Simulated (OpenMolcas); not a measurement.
# Se⁴⁺: RASPT2 settings compared

| Quantity | Value |
| --- | --- |
| Program | OpenMolcas |
| Basis | ANO-RCC-VTZP [6s5p3d1f] |
| Scalar Hamiltonian | DKH2, point nucleus |
| Active space | 2 electrons in 9 orbitals (RAS2 4s 4p; RAS3 4d, at most 2 electrons) |
| State averaging | 2S+1 = 1 even, 7 roots; 2S+1 = 3 even, 3 roots kept (CI in the orbitals of an earlier block); 2S+1 = 1 odd, 3 roots; 2S+1 = 3 odd, 3 roots kept (CI in the orbitals of an earlier block) |
| Spin-orbit coupling | RASSI with atomic mean-field integrals over the reference wave functions, term energies averaged over their components |

Methods on the same reference wave functions:
A. RASSCF
B. SS-RASPT2, IPEA 0.5 Eh, imaginary shift 0.25 Eh (closed shells correlated: 3d)
C. SS-RASPT2, IPEA 0.2 Eh, imaginary shift 0.3 Eh (closed shells correlated: 3s 3p 3d)
D. SS-RASPT2, IPEA 0.15 Eh, sigma1 regulariser 0.25 Eh (closed shells correlated: 3d)
E. MS-RASPT2, IPEA 0.5 Eh, imaginary shift 0.25 Eh (closed shells correlated: 3d)

Energies in eV above 4s² ¹S₀, the measured ground level; measured values from the list in Rauch et al., Astron. Astrophys. 606, A105 (2017).

| Level | A | B | C | D | E | Measured |
| --- | --- | --- | --- | --- | --- | --- |
| 4s² ¹S₀ | 0.0000 | 0.0000 | 0.0000 | 0.0000 | 0.0000 | 0.0000 |
| 4s 4p ³P°₀ | 10.7712 | 10.838 | 10.846 | 10.836 | 10.840 | 11.1275 |
| 4s 4p ³P°₁ | 10.9332 | 11.000 | 11.008 | 10.998 | 11.002 | 11.3260 |
| 4s 4p ³P°₂ | 11.2892 | 11.356 | 11.364 | 11.354 | 11.358 | 11.7735 |
| 4s 4p ¹P°₁ | 16.5047 | 16.481 | 16.477 | 16.478 | 16.483 | 16.3328 |

Deviations, from unrounded energies. A percentage is the sum of absolute deviations over the sum of measured energies, with the sign that they share, or ± where signs differ.

| Against measurement | Levels | A | B | C | D | E |
| --- | --- | --- | --- | --- | --- | --- |
| mean absolute deviation (cm-1) | 4 | 2800 | 2400 | 2300 | 2400 | 2400 |
| other configurations (%) | 4 | ±2.8 | ±2.3 | ±2.3 | ±2.3 | ±2.3 |

B, C, D, E lie about equally close to measurement and A furthest from it. The largest miss of C in the table is 4s 4p ³P°₂, by -3300 cm-1. The ranking rests on the paired levels alone, and a cruder setting can come out closer through cancelling errors.

Among B to E the level of the table that moves most is 4s 4p ³P°₂, by 78 cm-1 (lowest in D, highest in C).

The lowest spin-free term lies below A's lowest term by 0.041 hartree in B, 0.070 hartree in C, 0.041 hartree in D, 0.041 hartree in E.

Terms from blocks run as CI alone lack orbitals of their own. Active for correlation alone: 4d; no level in the range computed is led by a configuration that fills it, so any true level of that kind is missing. Measured partners are found by configuration, term and J. A level has none where our copy of the source lacks it or the pairing is in doubt (some pairs that miss far off the trend of their configuration count as doubtful), and it then counts in no deviation. Levels of configurations outside the active space are missing. The table leaves out levels that lie high or whose names do not pair safely across all columns.

° marks odd parity.
